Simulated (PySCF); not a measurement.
Bonds (- single, = double, # triple, : aromatic): C1=C2, C2-C3, C3=C4, C4-C5, C5=C6, C5-C7, C7-Si8. C1 carries H9, H10; C2 carries H11; C3 carries H12; C4 carries H13; C6 carries H14, H15; C7 carries H16, H17; Si8 carries H18, H19, H20. Stereochemistry as in C=C/C=C\C(=C)C[SiH3]. H9 is cis to C3; H14 is cis to C4; H10 is trans to C3; H15 is trans to C4.

- GFN2-xTB geometry
- GIAO PBE0/pcSseg-1 shieldings
- code: PySCF
- equivalent nuclei averaged, relativity neglected, a single conformation, no solvent

List the cross peaks expected in HSQC, COSY and HMBC spectra.

Answers



HSQC (one-bond C–H):
```
            δH          δC
    7.30 (H11)  142.7 (C2)
    6.38 (H12)  138.6 (C3)
    6.30 (H13)  139.0 (C4)
     5.64 (H9)  125.4 (C1)
    5.48 (H10)  125.4 (C1)
    5.45 (H15)  121.8 (C6)
    5.19 (H14)  121.8 (C6)
1.87 (H16/H17)   22.4 (C7)
```

COSY cross peaks (H two or three bonds apart, from the bond graph; peaks can be absent where the dihedral angle is near 90°):
```
                δH              δH
        7.30 (H11)      6.38 (H12)
        7.30 (H11)       5.64 (H9)
        7.30 (H11)      5.48 (H10)
        6.38 (H12)      6.30 (H13)
         5.64 (H9)      5.48 (H10)
        5.45 (H15)      5.19 (H14)
3.99 (H18/H19/H20)  1.87 (H16/H17)
```

HMBC (two and three bonds, from the bond graph):
```
                δH                                                         δC
        7.30 (H11)                         139.0 (C4), 138.6 (C3), 125.4 (C1)
        6.38 (H12)             152.3 (C5), 142.7 (C2), 139.0 (C4), 125.4 (C1)
        6.30 (H13)  152.3 (C5), 142.7 (C2), 138.6 (C3), 121.8 (C6), 22.4 (C7)
         5.64 (H9)                                     142.7 (C2), 138.6 (C3)
        5.48 (H10)                                     142.7 (C2), 138.6 (C3)
        5.45 (H15)                          152.3 (C5), 139.0 (C4), 22.4 (C7)
        5.19 (H14)                          152.3 (C5), 139.0 (C4), 22.4 (C7)
3.99 (H18/H19/H20)                                      152.3 (C5), 22.4 (C7)
    1.87 (H16/H17)                         152.3 (C5), 139.0 (C4), 121.8 (C6)
```

Scale: TMS for ¹H and ¹³C (reference shieldings calculated alike).

Short H···H contacts in this conformer between protons four or more bonds apart (candidates for NOE cross peaks, intensity ∝ r⁻⁶): H11···H14 2.34 Å, H15···H17 2.41 Å, H9···H12 2.46 Å, H13···H18 2.62 Å, H13···H16 2.66 Å.

Shifts are as computed. Against solution values, carbons near 30 ppm lie about +3 ppm off and those near 130 ppm about +5 ppm. Of 1211 compounds with measured shifts, 218 miss one by over three times the rms of a fit or turn the order of signals round; such compounds aren't used in these exercises.
